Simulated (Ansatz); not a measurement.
Geometry optimisation, RKS B3LYP-D4/def2-SVP (Ansatz 0.2.0).

The input (input.yaml):

```yaml
crystal:
  periodic: [false, false, false]
  atoms:
    - { symbol: "N", position_ang: [0.869, -2.1919, 0.0659] }
    - { symbol: C, position_ang: [0.2318, -1.0009, 0.7571] }
    - { symbol: Si, position_ang: [-0.3327, 0.3777, -0.4409] }
    - { symbol: O, position_ang: [0.9426, 0.6701, -1.5926] }
    - { symbol: C, position_ang: [-0.829, 1.87, 0.5029] }
    - { symbol: F, position_ang: [0.1618, 2.268, 1.3741] }
    - { symbol: H, position_ang: [0.1939, -2.5228, -0.6266] }
    - { symbol: H, position_ang: [1.6992, -1.8414, -0.4543] }
    - { symbol: H, position_ang: [-0.6237, -1.3179, 1.3828] }
    - { symbol: H, position_ang: [0.9774, -0.6023, 1.4855] }
    - { symbol: H, position_ang: [-1.4692, -0.1475, -1.1734] }
    - { symbol: H, position_ang: [1.39711, 1.48873, -1.41529] }
    - { symbol: H, position_ang: [-1.0902, 2.75, -0.1549] }
    - { symbol: H, position_ang: [-1.7482, 1.69, 1.1392] }
basis:
  gaussian: { orbitals: def2-SVP }
hamiltonian:
  xc: b3lyp
  dispersion: d4
relax:
  f_tol: 0.015
  max_steps: 40
output:
  orbitals: {}
```

Launched with:

```bash
$ ansatz run input.yaml --threads 2 --pin off --max-ram 3072MiB --backend cpu --events-out ev --progress --plain --runs-dir out
```

Problem. Where does it end, and by what steps?

Solution. The forces met the threshold. After 8 steps the energy has fallen by 0.262 eV; H12 moved furthest, 0.36 Å.

```tsv
step	energy less start (eV)	largest force component (eV/Å)	accepted
0	0.0000	1.990	yes
1	-0.1890	1.097	yes
2	-0.2432	0.415	yes
3	-0.2531	0.289	yes
4	-0.2600	0.247	yes
5	-0.2618	0.099	yes
6	-0.2621	0.033	yes
7	-0.2621	0.026	no
8	-0.2623	0.004	yes
```

```xyz
14
Properties=species:S:1:pos:R:3
N 0.895 -2.136 0.052
C 0.237 -1.008 0.736
Si -0.365 0.340 -0.444
O 0.879 0.746 -1.493
C -0.882 1.910 0.502
F 0.276 2.372 1.150
H 0.222 -2.627 -0.539
H 1.605 -1.777 -0.589
H -0.594 -1.393 1.354
H 0.944 -0.560 1.458
H -1.476 -0.157 -1.303
H 1.550 1.339 -1.131
H -1.249 2.710 -0.167
H -1.663 1.730 1.263
```

Whether the end is a true minimum wasn't checked by a vibrational analysis.

Time of the run: 33 s on 2 threads of Intel(R) Xeon(R) Platinum 8488C (Sapphire Rapids) (shared host), peak memory 0.33 GiB.
